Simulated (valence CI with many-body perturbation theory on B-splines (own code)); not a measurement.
The numbers below are computed, except where a source is named.
Ladder of approximations for Hf38+

Method: configuration interaction combined with many-body perturbation theory (CI+MBPT): six valence electrons over a frozen Dirac-Fock core [Ar] 3d10, a basis of 9 s, 9 p, 8 d, 6 f, 3 g, 1 h functions for each j, with the one-electron correlation potential Σ1 (screened to all orders), the two-electron term Σ2, the three-electron term Σ3, Breit, model QED; selected single and double excitations, second order for the rest, scaled by the run's own slope (own B-spline code, finite nucleus).

The last digits are not significant, and no measured levels were compared; by estimate large intervals hold to a few tenths of a per cent, small ones and those within an open d or f shell to about a per cent. Among the levels kept, up to 630 cm⁻¹ of a level comes from second order outside the variational space, and about a tenth of that is noise between levels of different J, which matters for small intervals.

Each rung adds one term. CI alone is the Dirac-Coulomb CI over the frozen core; QED comes last and gives the full result, which names the levels. Energies are above (4s^2 4p1/2^2 4p3/2^2) J=2 on the same rung, in eV.

Levels are named by their leading jj configuration (3d3/2^4 stands for four electrons in 3d with j = 3/2), which in mixed levels can hold well under half, so a name can repeat and another be missing. Letters in brackets count levels of one name in rising energy.

| Level | CI alone | + Σ1 | + Σ2 | + Σ3 | + Breit | Full |
| --- | --- | --- | --- | --- | --- | --- |
| (4s^2 4p1/2^2 4p3/2^2) J=0 | 8.54 | 8.54 | 8.41 | 8.38 | 8.42 | 8.42 |
| (4s^2 4p1/2 4p3/2^3) J=1 | 79.42 | 79.66 | 79.88 | 79.89 | 78.99 | 79.09 |
| (4s^2 4p1/2 4p3/2^3) J=2 | 83.87 | 84.11 | 84.27 | 84.26 | 83.32 | 83.42 |
| (4s^2 4p1/2^2 4p3/2 4d3/2) J=2 | 146.87 | 146.67 | 146.47 | 146.54 | 146.23 | 146.05 |
| (4s^2 4p1/2^2 4p3/2 4d3/2) J=1 | 149.18 | 149.00 | 148.79 | 148.85 | 148.55 | 148.34 |
| (4s^2 4p1/2^2 4p3/2 4d3/2) J=0 | 149.77 | 149.57 | 149.34 | 149.40 | 149.13 | 148.94 |
| (4s^2 4p1/2^2 4p3/2 4d3/2) J=3 | 150.64 | 150.44 | 150.21 | 150.26 | 149.88 | 149.72 |
| (4s^2 4p1/2^2 4p3/2 4d5/2) J=2 | 163.21 | 163.19 | 163.17 | 163.26 | 162.74 | 162.35 |
| (4s^2 4p1/2^2 4p3/2 4d5/2) J=4 | 166.12 | 166.01 | 165.75 | 165.81 | 165.07 | 164.95 |
| (4s^2 4p3/2^4) J=0 | 166.76 | 167.23 | 167.56 | 167.54 | 165.75 | 165.94 |
| (4s^2 4p1/2^2 4p3/2 4d5/2) J=3 | 179.34 | 179.23 | 178.45 | 178.46 | 177.74 | 177.61 |
| (4s^2 4p1/2^2 4p3/2 4d5/2) J=1 | 180.55 | 180.50 | 179.98 | 179.99 | 179.40 | 179.13 |
| (4s 4p1/2^2 4p3/2^3) J=2 | 182.82 | 182.87 | 182.41 | 182.44 | 182.06 | 181.44 |
| (4s 4p1/2^2 4p3/2^3) J=1 | 192.38 | 192.45 | 191.82 | 191.82 | 191.48 | 190.81 |
| (4s^2 4p1/2 4p3/2^2 4d3/2) J=0 | 222.11 | 222.16 | 222.26 | 222.36 | 221.13 | 221.01 |
| (4s^2 4p1/2 4p3/2^2 4d3/2) J=1 [a] | 222.16 | 222.20 | 222.24 | 222.33 | 221.12 | 221.02 |
| (4s^2 4p1/2 4p3/2^2 4d3/2) J=2 [a] | 222.39 | 222.43 | 222.47 | 222.57 | 221.32 | 221.25 |
| (4s^2 4p1/2 4p3/2^2 4d3/2) J=3 [a] | 225.97 | 226.01 | 226.02 | 226.10 | 224.78 | 224.71 |
| (4s^2 4p1/2 4p3/2^2 4d3/2) J=4 | 230.33 | 230.37 | 230.34 | 230.39 | 229.04 | 228.97 |

Problem. How does the ionisation energy move along the ladder, and which term matters most?

Solution. CI alone 1777.5, + Σ1 1778.9, + Σ2 1779.3, + Σ3 1778.8, + Breit 1777.6, + QED 1777.5 eV. The largest step is Σ1, 1.5 eV. NIST lists 1776 ± 4 eV (theoretical).
